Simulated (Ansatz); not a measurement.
C₆H₁₄Sn, SMILES `C[CH](C)[Sn][CH](C)C`, 21 atoms. Total charge 0; spin multiplicity 1. Correlated methods include outer-core shells of Sn, which these sets cover unevenly. Sn: def2 effective core potential. Hardware: A = 2 threads of an AMD EPYC 7R13 on a shared host and a share of an NVIDIA H100 80 GB; B = 2 threads of an AMD EPYC 7R13 on a shared host. Correlated methods freeze the cores.

Give the basis size and wall time and peak host memory of each of these runs in Ansatz. RKS LC-ωPBE/def2-TZVPP energy [A]; RKS PBE0-D4/def2-TZVP relaxation (9 steps) [A]; RKS PBE0-D4/def2-QZVPP energy [A]; direct RPA on PBE orbitals/def2-TZVPP energy [A]; RHF-CCSD(T)/def2-SVP energy [A]; RKS CAM-B3LYP-D4/def2-TZVPP energy [A]; RKS ωB97M-V/def2-SVP energy [B]; RHF-MP2/def2-QZVPP energy [A]; RHF-CCSD(T)/def2-TZVPP energy [A]; RKS BLYP-D4/def2-TZVPP energy [A]; RKS PBE0-D4/def2-SVP energy [B]; RKS r2SCAN0-D4/def2-TZVPP energy [A]. (Estimate.)

Ansatz gave: Other jobs shared the machine, so times are rough.

```tsv
level	job	functions	wall time	peak host memory (GiB)
RKS CAM-B3LYP-D4/def2-TZVPP	energy [A]	432	5 s	0.96
RKS PBE0-D4/def2-SVP	energy [B]	180	6 s	0.96
RKS BLYP-D4/def2-TZVPP	energy [A]	432	7.5 s	0.93
RKS PBE0-D4/def2-QZVPP	energy [A]	844	7.5 s	1.4
RHF-CCSD(T)/def2-SVP	energy [A]	180	8 s	0.96
direct RPA on PBE orbitals/def2-TZVPP	energy [A]	432	8 s	2.2
RKS r2SCAN0-D4/def2-TZVPP	energy [A]	432	8.5 s	0.96
RKS LC-ωPBE/def2-TZVPP	energy [A]	432	9 s	0.96
RKS ωB97M-V/def2-SVP	energy [B]	180	17 s	0.96
RHF-MP2/def2-QZVPP	energy [A]	844	20 s	8.7
RKS PBE0-D4/def2-TZVP	relaxation (9 steps) [A]	320	26 s	0.98
RHF-CCSD(T)/def2-TZVPP	energy [A]	432	46 s	2
```

LC-ωPBE has ω = 0.4 bohr⁻¹.
